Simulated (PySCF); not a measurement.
## Radial density of Be⁺ (beryllium, charge +1)

UHF, [He] 2s1, 2S determinant. All numbers are calculated (PySCF 2.14, the spin-free X2C one-electron Hamiltonian (Gaussian nucleus), in aug-cc-pCVQZ-DK (9s8p6d4f2g, 109 functions)).

```tsv
r (bohr)	4πr²ρ (e/bohr)	4πr²(ρα − ρβ)
0.00630	0.01697	0.0005
0.0106	0.04600	0.0013
0.0178	0.1223	0.0034
0.0300	0.3132	0.0088
0.0504	0.7527	0.0209
0.0848	1.622	0.0444
0.143	2.922	0.0761
0.240	3.925	0.0867
0.404	3.268	0.0333
0.679	1.276	0.0027
1.14	0.3816	0.2389
1.92	0.4842	0.4822
3.23	0.1935	0.1935
5.43	0.008532	0.0085
9.14	1.507e-05	0.0000
```

Densities and radii are taken from the X2C orbitals without a picture-change correction, which distorts them close to the nucleus.
